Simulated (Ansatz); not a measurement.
Relaxation of ClH3O2Si (7 atoms, charge 0, multiplicity 1), to a largest force component of 0.02 eV/Å in at most 40 steps.

All numbers below come from RKS BLYP/def2-SVP (Ansatz).

```xyz
7
Properties=species:S:1:pos:R:3
Si 0.000 0.000 0.000
Cl 0.000 0.000 2.130
O 1.584 0.000 -0.559
H 1.901 -0.952 -0.676
H -0.688 1.191 -0.486
O -0.791 -1.371 -0.559
H -1.246 -1.837 0.213
```

Where does it end, and by what steps?

The forces met the threshold. After 10 steps the energy has fallen by 0.113 eV; H4 moved furthest, 0.21 Å.

```
step  energy less start (eV)  largest force component (eV/Å)  accepted
   0                  0.0000                           1.455       yes
   1                 -0.0805                           0.557       yes
   2                 -0.0971                           0.241       yes
   3                 -0.1057                           0.259       yes
   4                 -0.1095                           0.064       yes
   5                 -0.1107                           0.064       yes
   6                 -0.1119                           0.175       yes
   7                 -0.1111                           0.205        no
   8                 -0.1125                           0.063       yes
   9                 -0.1127                           0.020       yes
  10                 -0.1127                           0.003       yes
```

```xyz
7
Properties=species:S:1:pos:R:3
Si -0.003 -0.039 -0.010
Cl 0.041 -0.029 2.095
O 1.518 -0.021 -0.677
H 2.045 -0.837 -0.575
H -0.647 1.216 -0.467
O -0.801 -1.428 -0.484
H -1.393 -1.830 0.179
```

The run took 27 s on 1 thread of Arm Neoverse V1, with other jobs on the host, peak memory 0.14 GiB.
